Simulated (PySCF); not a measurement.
# Working with the constants of AsF

UHF-CCSD(T) constants of AsF, ³Σ⁻ (triplet), unpaired electrons π ↑↑ (PySCF, no relativity, basis sets As def2-SVP, F def2-SVP; masses 74.9216 and 18.9984 u):

```
ωe           : 688.2 cm⁻¹
ωexe         : 3.04 cm⁻¹
Be           : 0.35848 cm⁻¹
αe           : 0.00233 cm⁻¹
De to As + F : 3.46 eV
```

Question: What force constant and bond length do these constants imply?

Answer: Reduced mass μred = 15.155 u; k = 5.8918×10⁻⁷·μred·ωe² (u, cm⁻¹, mdyn/Å) = 4.23 mdyn/Å; Re = √(16.8576/(μred·Be)) (u, cm⁻¹, Å) = 1.762 Å.

Question: Estimate the centrifugal constant D from the Kratzer relation and find the Dunham coefficient a1.

Answer: D = 4Be³/ωe² = 3.89e-07 cm⁻¹; a1 = −1 − αeωe/(6Be²) = -3.08.

Correlated steps freeze 10 core orbitals. Correlated levels converge slowly with the basis: in double zeta they bind strong bonds too weakly, by up to about 1 eV, and carry superposition errors of some tenths. Spin–orbit coupling is left out. The state is the lowest determinant that a PBE0 search found; another state may lie lower at other levels.
